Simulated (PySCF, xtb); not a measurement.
CH5GaS, SMILES C[S][GaH2].

Harmonic wavenumbers (cm⁻¹) from GFN2-xTB in xtb 6.7.1 at its own minimum, in rising order: 82, 187, 198, 351, 397, 410, 663, 705, 944, 947, 1315, 1423, 1448, 1535, 1616, 2906, 3037, 3040.

Task: What does ωB97X-D3(BJ)/def2-SVP in PySCF give at its own minimum? (The exact figures need the calculation; the answer reports its results.)

Result: 56, 193, 258, 426, 494, 601, 737, 758, 980, 990, 1361, 1462, 1474, 2014, 2039, 3082, 3194, 3196. Paired by order, the mean absolute difference is 120 cm⁻¹ and the zero-point energies are 30.3 and 33.3 kcal/mol.
